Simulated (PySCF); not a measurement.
1-methyl-1H-indene, C10H10.
Numbering: `[CH3:1][C@H:2]1[CH:3]=[CH:4][c:5]2[cH:6][cH:7][cH:8][cH:9][c:10]21` (hydrogens: H11, H12, H13 on C1; H14 on C2; H15 on C3; H16 on C4; H17 on C6; H18 on C7; H19 on C8; H20 on C9)

A GFN2-xTB structure was refined with PBE0-D3(BJ)/def2-SVP geometry optimisation, gas phase in PySCF. Its GFN2-xTB values:

| coordinate | GFN2-xTB |
| --- | --- |
| C1–H11 | 1.088 Å |
| C2–H14 | 1.097 Å |
| C3=C4 | 1.336 Å |
| C3–H15 | 1.076 Å |
| C4–C5 | 1.451 Å |
| C4–H16 | 1.076 Å |
| C5–C6 | 1.385 Å |
| C5–C10 | 1.404 Å |
| C6–C7 | 1.386 Å |
| C6–H17 | 1.080 Å |
| C7–C8 | 1.386 Å |
| C7–H18 | 1.080 Å |
| C8–C9 | 1.389 Å |
| C8–H19 | 1.080 Å |
| C9–C10 | 1.377 Å |
| C9–H20 | 1.081 Å |
| C1–C2–C3 | 112.8° |
| C1–C2–C10 | 113.1° |
| C3–C2–C10 | 101.9° |
| C4–C5–C6 | 131.3° |
| C4–C5–C10 | 108.1° |
| C5–C6–C7 | 118.4° |
| C7–C8–C9 | 120.9° |
| C8–C9–C10 | 118.6° |
| C1–C2–C3–C4 | 122° |
| C1–C2–C10–C9 | 58° |

Task: How do these coordinates change at the PBE0-D3(BJ)/def2-SVP level?

Result: 
```
  coordinate  PBE0-D3(BJ)/def2-SVP (Å or °)  change
      C3–H15                          1.092  +0.016
      C4–H16                          1.091  +0.015
      C6–H17                          1.093  +0.013
      C8–H19                          1.093  +0.013
      C7–H18                          1.093  +0.013
      C9–H20                          1.093  +0.012
      C1–H11                          1.100  +0.012
       C4–C5                          1.463  +0.012
      C2–H14                          1.108  +0.011
       C7–C8                          1.397  +0.011
       C3=C4                          1.347  +0.011
      C9–C10                          1.388  +0.011
       C6–C7                          1.396  +0.010
       C8–C9                          1.399  +0.010
       C5–C6                          1.395  +0.010
      C5–C10                          1.410  +0.006
    C1–C2–C3                          114.0    +1.2
   C1–C2–C10                          114.2    +1.1
   C3–C2–C10                          102.2    +0.3
   C8–C9–C10                          118.9    +0.3
    C5–C6–C7                          118.7    +0.3
    C7–C8–C9                          120.6    -0.3
    C4–C5–C6                          131.5    +0.2
   C4–C5–C10                          108.0    -0.1
C1–C2–C10–C9                             56      -2
 C1–C2–C3–C4                            124      +2
```

The energy falls by 0.059 eV over 5 energy and gradient evaluations, the largest force component goes from 0.0103 to 3.4e-04 Eh/bohr, and the atoms move by 0.034 Å rms after alignment. Among the bonds, C3–H15 and C4–H16 change most and about equally (+0.015 to +0.016 Å). Bonds longer at the end by more than 0.005 Å: 18 of 21; shorter: 0. Rotational constants go from 2628, 1266, 900.3 to 2595, 1248, 884.7 MHz.

The run used 190 basis functions and 32 SCF cycles in all.

No PBE0-D3(BJ)/def2-SVP frequencies stand behind this structure, so it isn't proved a minimum.
